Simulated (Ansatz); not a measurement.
Calculated with Ansatz (gas phase, PBE0-D4/def2-TZVP geometries, no zero-point term in ΔE). CCSD(T)/CBS adds triple-zeta CCSD(T) − MP2 to the extrapolated MP2 energy (def2 sets, frozen cores). This one scheme is used for every species. Functionals use def2-TZVPP. Elements past krypton have def2 core potentials. For In outer-core shells are correlated without core-valence functions, which leaves a few kJ/mol of doubt a bond. One conformer a species, not always the lowest.

`[CH3][In]([CH3])[O][SiH3]` → `[CH3][In]([CH3])[OH]` + `[SiH2]`  (silylene loss)

| species | PBE energy (Eh) |
| --- | --- |
| `[CH3][In]([CH3])[O][SiH3]` | -636.25054 |
| `[CH3][In]([CH3])[OH]` | -345.66745 |
| `[SiH2]` | -290.45826 |

Task: Work out ΔE.

Result: ΔE = (-345.66745) + (-290.45826) − (-636.25054) = 0.12483 Eh = +327.7 kJ/mol. CCSD(T)/CBS gives +348.4 kJ/mol.

Largest T1 diagnostic among the species: 0.014.

From r2SCAN to r2SCAN0 (25 % exact exchange), in def2-TZVPP and without D4, ΔE moves by +4.1 kJ/mol. At CCSD(T), def2-SVP lies −16.5 kJ/mol from the extrapolated value and def2-TZVPP −5.4 kJ/mol.
